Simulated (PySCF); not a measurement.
Protons, H atoms and electrons added to or taken from c1cc[nH]c1. All species are isolated molecules in the gas phase. Strings in code marks are SMILES.

All values below come from PySCF with PBE-D3(BJ)/def2-TZVP // CAM-B3LYP-D3(BJ)/def2-TZVP. All candidates: neutral, multiplicity 2. 

* **dipole moment**: 1.78 D
* **highest occupied spin orbital**: -5.13 eV

Question: Say which member has these values.
(A) `[c]1cc[nH]c1`
(B) `[c]1ccc[nH]1`
(C) `C1=C[N]C=C1`

Answer: B, `[c]1ccc[nH]1`. The others give `C1=C[N]C=C1`: 1.95 D, -6.04 eV; `[c]1cc[nH]c1`: 2.59 D, -5.24 eV
